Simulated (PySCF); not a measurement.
silicon dioxide molecule (O2Si), SMILES O=[Si]=O. Heavy atoms are numbered as in [O:1]=[Si:2]=[O:3].

Geometry: ωB97X-D3(BJ)/def2-TZVP.

Method: B3LYP/def2-TZVPD (PySCF).

Mulliken values depend strongly on the basis, most of all with diffuse functions as here. Atomic charges (e), one atom of each kind:

```tsv
atom	IAO	Mulliken
O1	-0.79	-0.42
Si2	1.58	0.85
```
